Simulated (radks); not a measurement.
Values are calculated unless marked as measured or tabulated.
Problem. Coulomb parameter of the 5d shell of the tungsten ion W2+ in the model configuration [Xe] 4f14 5d2.5 6s1.5, as a second difference U = [E(n + 0.5) + E(n - 0.5) - 2 E(n)] / (0.5)^2 with all orbitals relaxed. "Bare": the charge of the atom changes with n. "Screened": the 6s shell takes up the change at fixed total charge, which measures U(5d,5d) + U(6s,6s) - 2 U(5d,6s). Code: a radial shooting solver on a logarithmic mesh with Libxc functionals. Model: Dirac Kohn-Sham, LDA (Slater exchange, Perdew-Wang correlation), spin-unpolarised, spherical densities, point nucleus; open shells are shared between the two j in proportion to 2j + 1. Estimate both.

Solution. U(bare) = 11.150 eV, U(screened by 6s) = 0.985 eV.
